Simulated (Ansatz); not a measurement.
FH$_{6}$NSSi$_{2}$, SMILES `N[SiH2][SiH](F)S` at its PBE0-D4/def2-TZVP geometry, where that method's forces vanish. The species carries charge 0 and has multiplicity 1.

```xyz
11

N    -1.3922   -0.4858   -0.8244
Si    0.0246    0.4966   -0.9923
Si    1.0577    0.4524    1.1112
F     0.2626    1.4327    2.1098
S     0.9485   -1.5694    1.7431
H    -1.7458   -0.9627   -1.6395
H    -2.1569   -0.1486   -0.2592
H     0.8998   -0.1775   -1.9869
H    -0.2194    1.8948   -1.4562
H     2.4827    0.8561    1.1872
H    -0.1616   -1.7886    1.0072
```

What forces (eV/Å) does r2SCAN-D4/def2-TZVPP give on these atoms in the Gaussian-basis code of Ansatz? (Best estimate.)

Ansatz gave: 
```
N1   0.020 -0.017 -0.004
Si2  0.047  0.022 -0.014
Si3  0.050  0.037 -0.052
F4  -0.033  0.038  0.040
S5   0.020 -0.067  0.037
H6  -0.038 -0.003 -0.003
H7  -0.029 -0.006 -0.006
H8  -0.016  0.015  0.007
H9   0.005 -0.004 -0.005
H10 -0.015 -0.010  0.001
H11 -0.011 -0.003  0.000
```
